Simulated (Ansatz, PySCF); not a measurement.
H8N2Si2, SMILES N[SiH](N)[SiH3].

Geometry optimised at ωB97X-D3(BJ)/def2-SVP. One conformer was computed; it need not be the lowest.

Vertical ionisation energy (IE) and electron affinity (EA) in eV. Rows of orbital energies are one-electron estimates. Where ΔSCF, EOM or ADC give a negative EA the extra electron is unbound and the value depends on the basis.

| level | IE | EA |
|---|---|---|
| −ε(HOMO), −ε(LUMO), HF/def2-TZVP (PySCF) | 9.85 | -3.15 |
| −ε(HOMO), −ε(LUMO), PBE/def2-TZVP (PySCF) | 5.62 | 0.56 |
| ΔSCF, CAM-B3LYP/def2-SVPD (Ansatz), final states of multiplicity 2 and 2 | 9.01 | -1.59 |
| ΔSCF, PBE/def2-SVPD (Ansatz), final states of multiplicity 2 and 2 | … | … |

Question: What belongs in the gaps? (The exact figures need the calculation; the answer reports its results.)

Answer: 
- ΔSCF, PBE/def2-SVPD (Ansatz, an electronic-structure program), final states of multiplicity 2 and 2, IE: 8.43
- ΔSCF, PBE/def2-SVPD (Ansatz), final states of multiplicity 2 and 2, EA: -1.23

Question: What vertical singlet–triplet gap does ΔSCF give with CAM-B3LYP/def2-SVPD (Ansatz) and with PBE/def2-SVPD (Ansatz)? (Estimate from the structure and the level; the computed values follow.)

Answer: 5.71 and 4.93 eV (triplet above singlet where positive).
